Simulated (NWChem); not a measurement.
# C₃, singlet; SMILES [C]=C=[C]

```xyz
3

C     -1.2950     0.0651     0.0199
C      0.0005     0.0084     0.0000
C      1.2945    -0.0735    -0.0199
```
Atoms are numbered in this order, from 1.

Level: B3LYP/6-31G* (spherical d) (NWChem), optimised geometry, unscaled harmonic frequencies. Low-valent species are run as closed-shell singlets; no triplet was tried in these runs.

Task: List the harmonic frequencies with IR intensities, and the thermochemistry.

Result: 
```tsv
frequency (cm⁻¹)	IR intensity (km/mol)
185	13.7
1246	0.0
2162	715.0
```

zero-point energy: 5.1 kcal/mol
thermal correction to the enthalpy at 298.15 K (with zero-point energy): 7.9 kcal/mol
heat capacity Cv: 8.0 cal/(mol K)
entropy at 298.15 K and 1 atm (symmetry number 2): 49.9 cal/(mol K)
dipole moment: 0.02 D

Rigid rotor and harmonic oscillator.
